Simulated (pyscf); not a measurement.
# H₃C–CH₂–B=O (SMILES CCB=O), singlet

Gas-phase minimum from PySCF at ωB97X-D3(BJ)/def2-SVP, one conformer. 

```
C
H 1 1.1034
H 1 1.1034 2 106.10
C 1 1.5370 2 110.83 3 -120.38
H 4 1.1006 1 110.67 2 58.79
H 4 1.1008 5 107.80 1 122.04
H 4 1.1008 5 107.80 6 115.91
B 1 1.5472 2 107.50 3 114.77
O 8 1.2070 3 150.80 1 179.79
```

Properties at ωB97X-D3(BJ)/def2-SVP:

| Item | Result |
|---|---|
| Harmonic wavenumbers, unscaled | 178, 204, 379, 540, 754, 782, 1002, 1023, 1072, 1262, 1315, 1417, 1438, 1487, 1489, 2086, 3075, 3086, 3138, 3171, 3172 cm⁻¹ |
| Zero-point energy | 45.8 kcal/mol |
| Rotational symmetry number | 1 |
| Entropy of this conformer at 298 K and 1 atm, rigid rotor and harmonic oscillator, modes under 100 cm⁻¹ raised to 100 | 288.8 J/(mol K) |
| Dipole moment | 3.54 D |

Single-point totals, which compare only within one level (frozen core for MP2 and CC):

```csv
level,total energy (hartree)
ωB97X-D3(BJ)/def2-TZVP,-179.50009
PBE/def2-TZVP,-179.19177
r²SCAN/def2-TZVP,-179.31840
B3LYP-D3(BJ)/def2-TZVP,-179.44600
PBE0-D3(BJ)/def2-TZVP,-179.21207
M06-2X/def2-TZVP,-179.34483
ωB97M-D3(BJ)/def2-TZVP,-179.47556
HF/def2-TZVPP,-178.32690
MP2/def2-TZVPP,-178.99991
CCSD/def2-TZVPP,-179.02522
CCSD(T)/def2-TZVPP,-179.05417
```

Soft torsions are taken as harmonic, which can shift the entropy by several J/(mol K). The CCSD(T) − MP2 part came from Ansatz, without density fitting, on the same reference.
